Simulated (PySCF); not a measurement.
# Computed structure and properties of [Pr(NH3)2]3+

System: [Pr(NH3)2]3+ (singlet in the valence; each metal's 4f electrons, 2 of them, lie in its core potential, out of spins and levels); start: displaced along the imaginary mode (C1). Method: PySCF 2.14.0, RKS BP86, Pr lcecp-1-SVP with ECP48, N def2-SVP, H def2-SVP; non-relativistic Hamiltonian with scalar-relativistic core potentials where named; density fitting; no spin-orbit coupling.

Input of the relaxation:

```python
mol = gto.M(atom='''
Pr    -0.00464     0.05361     0.00000
N      0.01878    -0.21686     2.55477
H      0.83802     0.22495     3.04267
H     -0.79578     0.22521     3.05085
H      0.02135    -1.18457     2.96499
N      0.01878    -0.21686    -2.55477
H      0.83498    -0.71631    -2.98816
H     -0.79274    -0.71657    -2.99633
H      0.02135     0.69847    -3.07402''',
    basis={'Pr': 'lcecp-1-SVP', 'N': 'def2-SVP', 'H': 'def2-SVP'},
    ecp={'Pr': 'lcecp-1-SVP'},
    charge=3, spin=0)
mf = dft.RKS(mol, xc='B88,P86')
mf.grids.atom_grid = (50, 194)  # f atoms: unpruned, at least (60, 302)
mf = mf.density_fit()  # fitting sets: Pr AutoAux, N def2-universal-JKFIT, H def2-universal-JKFIT
mf.conv_tol = 1e-08; mf.max_cycle = 55
mf.kernel(dm0)  # dm0: converged density of the start geometry
# quasi-Newton relaxation in Cartesian coordinates to a largest gradient under 0.00045 Eh/bohr, steps kept in the point group
```

Run from Python with OMP_NUM_THREADS=2; the lines above give its settings. Where DIIS fails, smearing, a level shift and second-order steps follow.
It took 66 s on 2 threads of Arm Neoverse V1, with other jobs on the host, from the converged density of the start.

Course of the relaxation:

```json
{"step": "0", "energy above end (eV)": "0.4072", "largest force component within the symmetry (eV/Å)": "0.280"}
{"step": "1", "energy above end (eV)": "0.3904", "largest force component within the symmetry (eV/Å)": "0.319"}
{"step": "2", "energy above end (eV)": "0.3713", "largest force component within the symmetry (eV/Å)": "0.350"}
{"step": "3", "energy above end (eV)": "0.3497", "largest force component within the symmetry (eV/Å)": "0.369"}
{"step": "4", "energy above end (eV)": "0.3262", "largest force component within the symmetry (eV/Å)": "0.375"}
{"step": "5", "energy above end (eV)": "0.3016", "largest force component within the symmetry (eV/Å)": "0.366"}
{"step": "6", "energy above end (eV)": "0.2769", "largest force component within the symmetry (eV/Å)": "0.346"}
{"step": "7", "energy above end (eV)": "0.1673", "largest force component within the symmetry (eV/Å)": "0.187"}
{"step": "13", "energy above end (eV)": "0.0024", "largest force component within the symmetry (eV/Å)": "0.163"}
{"step": "14", "energy above end (eV)": "0.0010", "largest force component within the symmetry (eV/Å)": "0.059"}
{"step": "15", "energy above end (eV)": "0.0005", "largest force component within the symmetry (eV/Å)": "0.034"}
{"step": "16", "energy above end (eV)": "0.0001", "largest force component within the symmetry (eV/Å)": "0.039"}
{"step": "17", "energy above end (eV)": "0.0000", "largest force component within the symmetry (eV/Å)": "0.032"}
{"step": "18", "energy above end (eV)": "0.0000", "largest force component within the symmetry (eV/Å)": "0.012"}
```
(The steps between are left out.)

Relaxed geometry (C1):

```xyz
9

Pr   -0.0896    1.1577    0.0004
N     0.0166   -0.1965    2.0824
H     0.8620   -0.0290    2.6844
H    -0.7740   -0.0384    2.7569
H     0.0179   -1.2401    1.9710
N     0.0176   -0.1949   -2.0835
H     0.8527   -0.8237   -2.1881
H    -0.7853   -0.8517   -2.2525
H     0.0422    0.3676   -2.9710
```

```csv
contact,Å
Pr1–N2 (NH3),2.486
Pr1–N6 (NH3),2.487
```

On the finer grid (75, 302):

- HOMO: -23.90 eV
- LUMO: -18.75 eV
- Dipole about the centre of mass: 3.28 D
- Set of Mulliken populations of Pr1 outside the core potential: s 2.13, p 6.08, d 0.67, f 0.03
- D3(BJ) dispersion energy (not in the energies): -0.252 eV

```
atom  Mulliken (e)  Löwdin (e)  spin (e)
 Pr1          2.09        1.94      0.00
  N2         -0.35       -0.01      0.00
  H3          0.27        0.18      0.00
  H4          0.27        0.18      0.00
  H5          0.27        0.18      0.00
  N6         -0.35       -0.01      0.00
  H7          0.27        0.18      0.00
  H8          0.27        0.18      0.00
  H9          0.27        0.18      0.00
```

The 4f levels lie in the core potential and are missing. Their spin isn't counted.

On the grid (50, 194), as all that follows. Harmonic modes: 1 unstable but soft, so probably a saddle point, though modes this soft are near the noise (counted below −25 cm⁻¹); lowest -40 cm⁻¹ (negative: unstable), highest 3262 cm⁻¹, zero-point energy 1.971 eV.

Taking off one NH3 (charge 0, singlet; the rest: singlet) in vacuum, both parts rigid, costs 4.38 eV; the small basis without counterpoise inflates it. Parting with an electron moved from the ligand to the metal can be far cheaper, even downhill.

Rigid scan of NH3 along the line from its metal, all other atoms held (where the atom bridges, its other bond changes as well):

distance to N2 (Å), energy (eV) and a bar:
```
     2.19      0.469 ##############################
     2.29      0.182 ############
     2.39      0.040 ###
     2.49      0.000 
     2.59      0.031 ##
     2.69      0.111 #######
     2.89      0.350 ######################
```

One start shape was tried, so this needn't be the lowest isomer.

An lcecp potential fixes the number of 4f electrons, so in runs with it no electron can move into or out of that shell.
